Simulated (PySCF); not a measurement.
Ge(H)(Cl)2(Me) (CH4Cl2Ge), SMILES [GeH]([Cl])([Cl])[CH3].

Geometry optimised at r2SCAN-D4/def2-SVP.

Two levels are set side by side: TDA-PBE/def2-SVPD (PySCF) and TDA-CAM-B3LYP/def2-SVPD (PySCF). Vertical, same geometry. The lowest singlet is HOMO→LUMO 97 % with PBE and HOMO→LUMO 92 % with the other functional; states are paired by order. Differences are taken from unrounded values.

| quantity | TDA-PBE |
|---|---|
| lowest singlet excitation (eV) | 6.10 |
| lowest triplet excitation (TDA) (eV) | 5.65 |
| first bright state (f over 0.05) (eV) | 7.28 |
| its oscillator strength | 0.08 |

### Question
These are the TDA-PBE values. What does TDA-CAM-B3LYP give? (The exact figures need the calculation; the answer reports its results.)

### Answer

```tsv
quantity	TDA-CAM-B3LYP	TDA-PBE minus TDA-CAM-B3LYP
lowest singlet excitation (eV)	6.98	-0.88
lowest triplet excitation (TDA) (eV)	6.40	-0.75
first bright state (f over 0.05) (eV)	8.22	-0.94
its oscillator strength	0.07	0.01
```

A lower first singlet is the usual sign of a functional without exact exchange. Differences between two approximate levels are no errors against the true value.

Rough cost on one machine, each run with all the roots and properties that it gave: TDA-CAM-B3LYP against TDA-PBE about 4 times.
